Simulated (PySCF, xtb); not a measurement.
B(OH)(SeH)2 (BH3OSe2), SMILES OB([SeH])[SeH].

Geometry: B3LYP-D3(BJ)/def2-SVP. One conformer was computed; it need not be the lowest.

Level of theory: IEF-PCM-B3LYP/def2-SVP (PySCF).

The values are the electrostatic part of the solvation free energy, E(continuum) − E(gas) at the gas-phase geometry, in a cavity of scaled van der Waals radii (PySCF's table); cavitation and dispersion terms are not included. In vacuum the orbital gap is 6.09 eV. The dipole moment in vacuum is 2.16 D.

```csv
solvent,ε,ΔG(elec) (kcal/mol),dipole (D),gap (eV)
water,78.36,-6.6,3.01,6.54
ethanol,24.85,-6.2,2.97,6.52
2-propanol,19.26,-6.1,2.95,6.51
```

For comparison, GFN2-xTB/ALPB(water) (xtb, at the GFN2-xTB geometry, all terms of that model) gives -7.3 kcal/mol.
